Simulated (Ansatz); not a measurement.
Geometry optimisation of ClF2Ge (`[F][Ge]([F])[Cl]`) radical.

```yaml
crystal:
  periodic: [false, false, false]
  atoms:
    - {symbol: F, position_ang: [0.951938, 0.791163, 1.128535]}
    - {symbol: Ge, position_ang: [-0.293039, -0.203046, 0.389972]}
    - {symbol: F, position_ang: [0.583691, -1.568970, -0.280575]}
    - {symbol: Cl, position_ang: [-1.187090, 0.920553, -1.258232]}
basis:
  gaussian: {orbitals: def2-TZVP}
magnetization: {spin_polarized: true, initial_magnetization: 1}
hamiltonian: {xc: pbe0, dispersion: d4}
relax: {f_tol: 0.005, max_steps: 150}
```

```sh
$ ansatz run in.yaml --threads 2 --pin off --events-out ev --progress --plain --max-ram 32768MiB --backend cpu
```

Output, abridged:

```
Functional definition: PBE0
mean field -74463.30564315 eV, -2736.4760093445 hartree, gradient 7.5e-6 eV, S^2 0.753516; 0 other end points of the search recorded, 0 dependent functions left out
relax step   1: F+E_penalty+E_count = -74463.38161776 eV  Δ(F+E_penalty+E_count) = +0.000e0 eV  max|allowed force component| = 7.496e-1 eV/Å  Δτ_max = 0.0000 Å  (31 SCF iters, accepted)
mean field -74463.34266110 eV, -2736.4773697289 hartree, gradient 2.0e-5 eV, S^2 0.753081; 0 other end points of the search recorded, 0 dependent functions left out
relax step   2: F+E_penalty+E_count = -74463.41909556 eV  Δ(F+E_penalty+E_count) = -3.748e-2 eV  max|allowed force component| = 4.199e-1 eV/Å  Δτ_max = 0.0322 Å  (33 SCF iters, accepted)
mean field -74463.34888573 eV, -2736.4775984801 hartree, gradient 2.2e-5 eV, S^2 0.752903; 0 other end points of the search recorded, 0 dependent functions left out
relax step   3: F+E_penalty+E_count = -74463.42557346 eV  Δ(F+E_penalty+E_count) = -6.478e-3 eV  max|allowed force component| = 2.061e-2 eV/Å  Δτ_max = 0.0135 Å  (32 SCF iters, accepted)
mean field -74463.34896435 eV, -2736.4776013691 hartree, gradient 2.1e-5 eV, S^2 0.752918; 0 other end points of the search recorded, 0 dependent functions left out
relax step   4: F+E_penalty+E_count = -74463.42558891 eV  Δ(F+E_penalty+E_count) = -1.545e-5 eV  max|allowed force component| = 2.005e-2 eV/Å  Δτ_max = 0.0051 Å  (32 SCF iters, accepted)
mean field -74463.34879230 eV, -2736.4775950463 hartree, gradient 2.1e-5 eV, S^2 0.752929; 0 other end points of the search recorded, 0 dependent functions left out
relax step   5: F+E_penalty+E_count = -74463.42547103 eV  Δ(F+E_penalty+E_count) = +1.179e-4 eV  max|allowed force component| = 4.424e-2 eV/Å  Δτ_max = 0.0071 Å  (32 SCF iters, rejected (line search))
mean field -74463.34898501 eV, -2736.4776021285 hartree, gradient 1.2e-5 eV, S^2 0.752919; 0 other end points of the search recorded, 0 dependent functions left out
relax step   6: F+E_penalty+E_count = -74463.42563583 eV  Δ(F+E_penalty+E_count) = -4.691e-5 eV  max|allowed force component| = 3.831e-3 eV/Å  Δτ_max = 0.0027 Å  (27 SCF iters, accepted)
mean field -74463.34898501 eV, -2736.4776021285 hartree, gradient 1.2e-5 eV, S^2 0.752919; 1 other end points of the search recorded, 0 dependent functions left out
Total energy: -74463.42565631 eV, -2736.4804197465 hartree
Atom 0 at     0.933483     0.779757     1.107722 Å, force    -0.001449     0.000300     0.000650 eV/Å
Atom 1 at    -0.287940    -0.198973     0.381810 Å, force     0.003831    -0.000264    -0.000558 eV/Å
Atom 2 at     0.571250    -1.541652    -0.278297 Å, force    -0.001553    -0.000369     0.000251 eV/Å
Atom 3 at    -1.161293     0.900568    -1.231535 Å, force    -0.000828     0.000334    -0.000343 eV/Å
Dipole moment:    -0.357426    -0.036955     0.155308 e Å
```

It took 38 s on 2 threads of a server CPU on a shared host, with 0.54 GiB of host memory at the peak.
